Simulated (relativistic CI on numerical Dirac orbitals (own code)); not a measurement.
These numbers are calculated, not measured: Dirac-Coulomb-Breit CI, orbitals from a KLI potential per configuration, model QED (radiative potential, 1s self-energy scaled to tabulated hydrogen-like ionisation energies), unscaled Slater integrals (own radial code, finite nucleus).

Configurations in the expansion (outside the closed core 1s2): 2s²2p⁶, 2s²2p⁵3s, 2s²2p⁵3p, 2s²2p⁵3d, 2s2p⁶3s, 2s2p⁶3p, 2s2p⁶3d, 2s²2p⁵4s, 2s²2p⁵4p, 2s²2p⁵4d, 2s²2p⁵4f, 2s2p⁶4s, 2s2p⁶4p, 2s²2p⁴3s², 2s2p⁶4d, 2s2p⁶4f, 2s²2p⁴3s3p, 2s²2p⁵5s, 2s²2p⁵5p, 2s²2p⁵5d, 2s²2p⁵5f, 2s²2p⁵5g, 2s²2p⁴3s3d, 2s²2p⁴3p², 2s²2p⁴3p3d, 2s2p⁵3s², 2s²2p⁴3d², 2s2p⁵3s3p, 2s2p⁵3s3d, 2s2p⁵3p², 2s2p⁶5s, 2s2p⁶5p, 2s2p⁶5d, 2s2p⁶5f, 2s2p⁶5g, 2s2p⁵3p3d. Levels of other configurations are missing.

At this charge energies of transitions that change n are usually good to better than 1 %, and those within a shell (Δn = 0) to a few per cent.

Outline of the computed level scheme of Ba XLVII. Lowest level of each configuration: 2s²2p⁶ ¹S0 at 0.00 eV; 2s²2p⁵3s ³P°2 at 4561.65 eV; 2s²2p⁵3p ³P1 at 4659.37 eV; 2s²2p⁵3d ³P°0 at 4875.45 eV; 2s2p⁶3s ³S1 at 5282.59 eV; 2s2p⁶3p ³P°0 at 5380.59 eV; 2s2p⁶3d ³D1 at 5601.52 eV; 2s²2p⁵4s ³P°2 at 6272.18 eV; 2s²2p⁵4p ³P1 at 6312.75 eV.

Some strong electric-dipole decays among the lowest 45 levels: 2s²2p⁵3d ¹P°1 → 2s²2p⁶ ¹S0 (7.9e+14 s⁻¹); 2s²2p⁵3d ³D°1 → 2s²2p⁶ ¹S0 (5.8e+14 s⁻¹); 2s2p⁶3p ¹P°1 → 2s²2p⁶ ¹S0 (1.4e+14 s⁻¹); 2s2p⁶3p ³P°1 → 2s²2p⁶ ¹S0 (4.6e+13 s⁻¹); 2s²2p⁵3s ¹P°1 → 2s²2p⁶ ¹S0 (4.2e+13 s⁻¹); 2s²2p⁵3s ³P°1 → 2s²2p⁶ ¹S0 (2.2e+13 s⁻¹); 2s²2p⁵4s ¹P°1 → 2s²2p⁶ ¹S0 (1.4e+13 s⁻¹); 2s²2p⁵4p ³P1 → 2s²2p⁵3s ³P°2 (1.4e+13 s⁻¹).

LS names give the leading component of a level, which can be under half, so a name can repeat, a term be missing and a line seem to break the LS rules.
